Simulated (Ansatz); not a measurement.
Frontier orbitals of C2H5Cl3OZr (`CC[O][Zr]([Cl])([Cl])[Cl]`).

Cartesian coordinates in Å:
```
C -0.178 0.205 1.861
C 0.894 0.276 0.801
O 0.361 0.009 -0.473
Zr -0.452 -0.359 -2.111
Cl -0.129 1.484 -3.521
Cl -2.735 -0.709 -1.718
Cl 0.539 -2.285 -3.006
H -0.629 -0.788 1.892
H 0.255 0.417 2.841
H -0.965 0.937 1.668
H 1.686 -0.455 0.994
H 1.353 1.269 0.772
```

The species carries charge 0 and has multiplicity 1. Correlated methods include outer-core shells of Zr, which these sets cover unevenly. Zr: def2 effective core potential. The structure was optimised at the PBE0-D4/def2-TZVP level. It is one conformer, not always the lowest. Basis def2-TZVPP, Ansatz 0.2.0.

Orbital energies of one run (eV). Highest occupied ones, from the top: -11.32, -11.37, -11.40, -11.91, -11.95, -12.06, -12.46, -12.56, -12.85, -12.89, -13.07, -13.71, -13.78, -15.27. Empty: 0.32, 0.32, 0.82, 1.03, 1.13, 1.15.

Which functional gave them?
A. CAM-B3LYP
B. ωB97M-V
C. HSE06 (plane-wave form)
D. revPBE

B. HOMO energies: ωB97M-V -11.32, CAM-B3LYP -10.43, revPBE -7.54, HSE06 -8.64 eV.
